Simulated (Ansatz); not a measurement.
Geometry optimisation, Ansatz 0.2.0, RHF/def2-SVP.

The input (input.yaml):

```yaml
crystal:
  periodic: [false, false, false]
  atoms:
    - { symbol: Cl, position_ang: [-2.49378, 0.81043, -0.41299] }
    - { symbol: B, position_ang: [-0.91548, 0.29743, -0.15079] }
    - { symbol: C, position_ang: [0.55078, 0.62736, 0.15915] }
    - { symbol: C, position_ang: [0.10808, -0.84153, -0.04991] }
    - { symbol: H, position_ang: [1.21463, 1.04222, -0.58691] }
    - { symbol: H, position_ang: [0.87828, 0.89457, 1.15462] }
    - { symbol: H, position_ang: [0.4953, -1.34126, -0.92762] }
    - { symbol: H, position_ang: [0.16218, -1.48922, 0.81446] }
basis:
  gaussian: { orbitals: def2-SVP }
hamiltonian:
  xc: hf
relax:
  f_tol: 0.02
  max_steps: 50
```

Run as:

```bash
$ ansatz run input.yaml --threads 1 --pin off --max-ram 2048MiB --backend cpu --events-out ev --progress --plain --runs-dir out
```

Task: Where does it end, and by what steps?

Result: The run converged. After 4 steps the energy has fallen by 0.069 eV; B2 moved furthest, 0.04 Å.

```tsv
step	energy less start (eV)	largest force component (eV/Å)	accepted
0	0.0000	2.043	yes
1	-0.0515	1.035	yes
2	-0.0681	0.125	yes
3	-0.0686	0.037	yes
4	-0.0686	0.001	yes
```

```xyz
8
Properties=species:S:1:pos:R:3
Cl -2.511 0.816 -0.415
B -0.878 0.285 -0.145
C 0.572 0.628 0.163
C 0.126 -0.854 -0.048
H 1.207 1.064 -0.603
H 0.865 0.914 1.170
H 0.480 -1.351 -0.947
H 0.138 -1.501 0.825
```

Time of the run: 5.6 s on 1 thread of AMD EPYC 7R13 Processor (Zen 3), on a shared host, peak memory 0.16 GiB.
